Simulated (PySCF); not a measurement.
**ClGe2H5: core ionisation energies**

Species: ClGe2H5.
Z-matrix (Å and degrees, PBE0-D3(BJ)/def2-SVP geometry), rows numbered from 1:
```
Cl
Ge  1  2.1750
Ge  2  2.4210  1  106.50
H   2  1.5389  1  106.62  3   121.51
H   2  1.5388  1  106.26  3  -121.16
H   3  1.5369  2  109.05  1   -57.44
H   3  1.5371  2  109.30  1    62.46
H   3  1.5402  2  109.95  1  -177.48
```

Computed with PySCF 2.14.0, delta-SCF UKS SCAN, pcX-2 on the ionised atom, pcseg-1 elsewhere, spin-free X2C. Binding energies are ΔSCF values: E(core-ionised, relaxed orbitals) − E(ground state) at a fixed geometry, referred to the vacuum level.

Problem. List the computed XPS lines with their assignment.

Solution. 
| atom(s) | environment | level | binding energy (eV) | 2p1/2 (eV) | count |
| --- | --- | --- | --- | --- | --- |
| Cl1 | chlorine bonded to Ge | Cl 2p3/2 | 205.40 | 207.06 | 1 |
| Cl1 | chlorine bonded to Ge | Cl 1s | 2828.00 | – | 1 |

Problem. Give the binding energy of Cl 1s of Cl1 in hartree and in kJ/mol.

Solution. 2828.00 eV = 103.9271 Eh = 272861 kJ/mol.

Problem. Which photon energy gives electrons from Cl 1s of Cl1 a kinetic energy of 50 eV, and what is their de Broglie wavelength?

Solution. hν = 2828.00 + 50 = 2878.00 eV, recoil neglected; λ = 12.264 Å/√(E/eV) = 1.73 Å.

Spin–orbit and ligand-field terms were added within each 2p shell after the spin-free SCF. 2p1/2 minus 2p3/2 (ligand field included): Cl 1.65 eV. No level of germanium is listed. Isolated species at its PBE0-D3(BJ)/def2-SVP geometry, gas phase.
